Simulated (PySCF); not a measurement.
Isomers of C5H13NO2Si2, mass 175.048 u with the commonest isotopes. Method used: PBE0/pcSseg-1 in PySCF (dipole) on a GFN2-xTB geometry, gas phase. One conformer each, none proved a minimum here; rigid rotors.

Question: Order these by radius of gyration √(Σ m r²/M), largest first.
A. `[CH3:1][N:2]([CH3:3])[C:4](=[O:5])[Si@H:6]1[CH2:7][CH2:8][SiH2:9][O:10]1` with C1–N2–C4–O5 1°, N2–C4–Si6–C7 -155°, C4–Si6–C7–C8 147°, Si6–C7–C8–Si9 -31°, C7–C8–Si9–O10 22°, C8–Si9–O10–Si6 -3°
B. `[NH2:1][SiH2:2][SiH2:3][O:4][C@@H:5]1[CH2:6][CH2:7][C:8](=[O:9])[CH2:10]1` with H–N1–Si2–Si3 -175° and 47°, N1–Si2–Si3–O4 179°, Si2–Si3–O4–C5 176°, Si3–O4–C5–C6 -173°, O4–C5–C6–C7 -158°, C5–C6–C7–C8 29°, C6–C7–C8–O9 170°, C7–C8–C10–C5 -12°
C. `[CH2:1]=[CH:2][C@@H:3]([C:4]([CH3:5])=[O:6])[Si@H:7]([OH:8])[NH:9][SiH3:10]` with C1–C2–C3–C4 147°, C2–C3–C4–C5 -139°, C2–C3–Si7–O8 -73°, C3–Si7–O8–H -12°, C3–Si7–N9–Si10 -65°

Answer: B (2.994 Å), A (2.469 Å), C (2.389 Å).

Question: Order these by rotational constant A, largest first.
A. `[CH3:1][N:2]([CH3:3])[C:4](=[O:5])[Si@H:6]1[CH2:7][CH2:8][SiH2:9][O:10]1` with C1–N2–C4–O5 1°, N2–C4–Si6–C7 -155°, C4–Si6–C7–C8 147°, Si6–C7–C8–Si9 -31°, C7–C8–Si9–O10 22°, C8–Si9–O10–Si6 -3°
B. `[NH2:1][SiH2:2][SiH2:3][O:4][C@@H:5]1[CH2:6][CH2:7][C:8](=[O:9])[CH2:10]1` with H–N1–Si2–Si3 -175° and 47°, N1–Si2–Si3–O4 179°, Si2–Si3–O4–C5 176°, Si3–O4–C5–C6 -173°, O4–C5–C6–C7 -158°, C5–C6–C7–C8 29°, C6–C7–C8–O9 170°, C7–C8–C10–C5 -12°
C. `[CH2:1]=[CH:2][C@@H:3]([C:4]([CH3:5])=[O:6])[Si@H:7]([OH:8])[NH:9][SiH3:10]` with C1–C2–C3–C4 147°, C2–C3–C4–C5 -139°, C2–C3–Si7–O8 -73°, C3–Si7–O8–H -12°, C3–Si7–N9–Si10 -65°

Answer: B (3117 MHz), A (1998 MHz), C (1149 MHz).

Question: Order these by rotational constant C, largest first.
A. `[CH3:1][N:2]([CH3:3])[C:4](=[O:5])[Si@H:6]1[CH2:7][CH2:8][SiH2:9][O:10]1` with C1–N2–C4–O5 1°, N2–C4–Si6–C7 -155°, C4–Si6–C7–C8 147°, Si6–C7–C8–Si9 -31°, C7–C8–Si9–O10 22°, C8–Si9–O10–Si6 -3°
B. `[CH2:1]=[CH:2][C@@H:3]([C:4]([CH3:5])=[O:6])[Si@H:7]([OH:8])[NH:9][SiH3:10]` with C1–C2–C3–C4 147°, C2–C3–C4–C5 -139°, C2–C3–Si7–O8 -73°, C3–Si7–O8–H -12°, C3–Si7–N9–Si10 -65°
C. `[NH2:1][SiH2:2][SiH2:3][O:4][C@@H:5]1[CH2:6][CH2:7][C:8](=[O:9])[CH2:10]1` with H–N1–Si2–Si3 -175° and 47°, N1–Si2–Si3–O4 179°, Si2–Si3–O4–C5 176°, Si3–O4–C5–C6 -173°, O4–C5–C6–C7 -158°, C5–C6–C7–C8 29°, C6–C7–C8–O9 170°, C7–C8–C10–C5 -12°

Answer: B (629.8 MHz), A (492.5 MHz), C (330.2 MHz).

| SMILES | point group | Ia (u·Å²) | Ib (u·Å²) | Ic (u·Å²) | κ | μa (D) | μb (D) | μc (D) |
| --- | --- | --- | --- | --- | --- | --- | --- | --- |
| CN(C)C(=O)[Si@H]1CC[SiH2]O1 | C1 | 252.91 | 854.30 | 1026.18 | -0.87 | 0.52 | 2.15 | 0.28 |
| C=C[C@@H](C(C)=O)[Si@H](O)N[SiH3] | C1 | 439.72 | 756.33 | 802.48 | -0.85 | 1.92 | 0.10 | 2.16 |
| N[SiH2][SiH2]O[C@@H]1CCC(=O)C1 | C1 | 162.12 | 1445.28 | 1530.42 | -0.99 | 2.67 | 1.51 | 1.58 |
